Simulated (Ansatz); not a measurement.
The cluster B5Cl3. Total charge 0; singlet. Geometry B3LYP-D4/def2-SVP, basis def2-TZVP, Ansatz.

Cartesian coordinates in Å:
```
B 1.0008 1.0110 0.7121
B -0.0360 1.5641 -0.2896
B -0.0547 -0.1423 -0.0222
B -1.1389 0.9943 -1.1651
B 1.3819 -0.3496 1.2697
Cl 1.9281 -1.7912 1.9842
Cl -2.4013 0.5173 -2.1975
Cl -0.6799 -1.8037 -0.2917
```

```tsv
run	HOMO (eV)	LUMO (eV)
A	-5.74	-4.32
B	-5.92	-4.23
C	-9.23	-1.62
D	-8.89	-1.60
E	-7.96	-2.51
F	-6.77	-3.60
```

LC-ωPBE has ω = 0.4 bohr⁻¹. Another isomer (singlet) lies 0.51 eV lower at PBE0-D4/def2-TZVP; other spin states weren't run for this one.

Problem. The runs used CAM-B3LYP, LC-ωPBE, PBE, PBE0, r2SCAN, ωB97X-V. Estimate which is which.

Solution. A PBE (0 % exact exchange); B r2SCAN (0 % exact exchange); C LC-ωPBE (range-separated); D ωB97X-V (range-separated); E CAM-B3LYP (range-separated); F PBE0 (25 % exact exchange). Exact exchange lowers occupied and raises empty levels; among semilocal functionals meta-GGAs tend to open the gap a little, and such runs are hard to tell apart. The gap grows from 1.42 eV (PBE) to 7.61 eV (LC-ωPBE).
